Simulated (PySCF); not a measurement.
# Electron affinity of Co by level of theory

Co⁻ [Ar] 3d8 4s2 (3F) → Co [Ar] 3d7 4s2 (4F), as a difference of total energies. All numbers are calculated (PySCF 2.14, the non-relativistic Hamiltonian (point nucleus), in aug-cc-pVTZ (8s7p5d3f2g, 93 functions)). Correlated levels: valence: [Ar] frozen. The calculations carry no spin-orbit coupling.

```tsv
method	electron affinity (eV)
UHF	-1.748
MP2 (valence)	0.709
SCS-MP2 (valence)	0.578
CCSD (valence)	0.247
CCSD(T) (valence)	0.543
```

These non-relativistic numbers lack the scalar-relativistic shift.

The reference lies between the lowest fine-structure levels, while these numbers refer to the centres of the terms.

Errors of the correlated levels include the incompleteness of this basis and the frozen core.

A negative affinity means that the anion lies above the atom at that level of theory.

The coupled-cluster amplitudes are large for Co⁻ (T1 above 0.03 or a double amplitude above 0.15), so a single reference is strained.

For comparison: 0.662 eV (measured; photodetachment measurements, as compiled on the Wikipedia data page of electron affinities).
